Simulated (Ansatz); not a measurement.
`C[SiH2][SiH2]Br` + `C#[C][Ti]([F])([F])[F]` → `C#C[SiH2][SiH2]C` + `[F][Ti]([F])([F])[Br]`  (redistribution)

Program: Ansatz. Geometries: PBE0-D4/def2-TZVP. ΔE: electronic, gas phase. CCSD(T)/CBS adds triple-zeta CCSD(T) − MP2 to the extrapolated MP2 energy (def2 sets, frozen cores). For Br, Ti outer-core shells are correlated without core-valence functions, which leaves a few kJ/mol of doubt a bond. Scalar relativity is left out up to krypton. Each species was taken in one conformer, which may not be the lowest.

| species | CCSD/def2-TZVPP energy (Eh) |
| --- | --- |
| `C[SiH2][SiH2]Br` | -3193.07930 |
| `C#[C][Ti]([F])([F])[F]` | -1224.82527 |
| `C#C[SiH2][SiH2]C` | -696.93183 |
| `[F][Ti]([F])([F])[Br]` | -3720.99529 |

(1) Work out ΔE.

Largest T1 diagnostic among the species: 0.023, so the coupled-cluster value is less sure than usual.

Results:

(1) ΔE = (-696.93183) + (-3720.99529) − (-3193.07930) − (-1224.82527) = -0.02255 Eh = -59.2 kJ/mol. CCSD(T)/CBS gives -61.8 kJ/mol.

In def2-TZVPP, CCSD(T) changes the Hartree–Fock value by −7.5 kJ/mol (the triples alone add −4.3 kJ/mol) and MP2 by −12.5 kJ/mol.
